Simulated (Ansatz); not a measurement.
Reaction (ligand exchange at a Ti–S bond): `[OH][Ti]([SH])([Cl])[Cl]` + NH₃ → `[NH2][Ti]([OH])([Cl])[Cl]` + H₂S

Gas-phase electronic energies from Ansatz, PBE0-D4/def2-TZVP geometries. CCSD(T)/CBS adds triple-zeta CCSD(T) − MP2 to the extrapolated MP2 energy (def2 sets, frozen cores). This one scheme is used for every species. Functionals use def2-TZVPP. B3LYP here is the variant with VWN-RPA as its local correlation; programs differ in this. HSE06 is defined as in plane-wave codes. For Ti outer-core shells are correlated without core-valence functions, which leaves a few kJ/mol of doubt a bond. Scalar relativity is left out up to krypton. One conformer a species, not always the lowest.

`[OH][Ti]([SH])([Cl])[Cl]`:

Z-matrix (Å, degrees):
```
Ti
S 1 2.268
Cl 1 2.192 2 109.9
O 1 1.744 2 104.3 3 120.4
Cl 1 2.188 2 109.5 3 -120.1
H 2 1.349 1 90.9 3 58.6
H 4 0.958 1 149.2 2 117.1
```

NH₃:

Z-matrix (Å, degrees):
```
N
H 1 1.013
H 1 1.013 2 107.1
H 1 1.013 2 107.1 3 -114.5
```

`[NH2][Ti]([OH])([Cl])[Cl]`:

```xyz
8

N     0.043    1.287    0.624
Ti   -0.170   -0.460    0.059
O     0.648   -0.576   -1.491
Cl    0.704   -1.831    1.553
Cl   -2.321   -0.925   -0.113
H     0.542    1.995    0.102
H    -0.323    1.658    1.490
H     0.876   -1.148   -2.223
```

H₂S:

Cartesian coordinates in Å:
```
S -0.429 -0.446 -0.030
H 0.502 -0.111 0.876
H -0.073 0.557 -0.846
```

```tsv
level	ΔE (kcal/mol)	difference from CCSD(T)/CBS
revPBE-D4	6.0	1.3
CAM-B3LYP-D4	2.6	-2.1
ωB97X-V	2.7	-2.0
ωB97M-V	3.5	-1.2
PBE-QIDH	6.0	1.3
PBE	5.9	1.2
r2SCAN	5.8	1.1
B3LYP	3.9	-0.8
HSE06	5.1	0.4
LC-ωPBE	2.3	-2.4
HF/def2-SVP	-1.7	-6.4
MP2/def2-SVP	4.5	-0.2
CCSD/def2-SVP	0.5	-4.2
HF/def2-TZVPP	0.5	-4.2
MP2/def2-QZVPP	7.0	2.3
SCS-MP2/def2-QZVPP	5.2	0.5
CCSD(T)/CBS	4.7	0
```

(1) What do rigid-rotor, harmonic-oscillator terms from PBE0-D4/def2-TZVP frequencies (298.15 K, 1 bar) make of the CCSD(T)/CBS value? (An estimate is asked.)

Largest T1 diagnostic among the species: 0.026, so the coupled-cluster value is less sure than usual.

Answers

(1) Ansatz gave: ΔZPE = -2.2 kcal/mol, ΔH = +2.4 kcal/mol, ΔS = 8 J/(mol·K), ΔG = +1.9 kcal/mol.

Leaving LDA and LC-ωPBE aside and taking each functional with its dispersion term where it has one, the values, not all of them listed here, spread over 3.7 kcal/mol, from CAM-B3LYP-D4 to PBE-D4. From r2SCAN to r2SCAN0 (25 % exact exchange), in def2-TZVPP and without D4, ΔE moves by −0.8 kcal/mol. In def2-TZVPP, CCSD(T) changes the Hartree–Fock value by +3.9 kcal/mol (the triples alone add +2.0 kcal/mol) and MP2 by +6.4 kcal/mol.
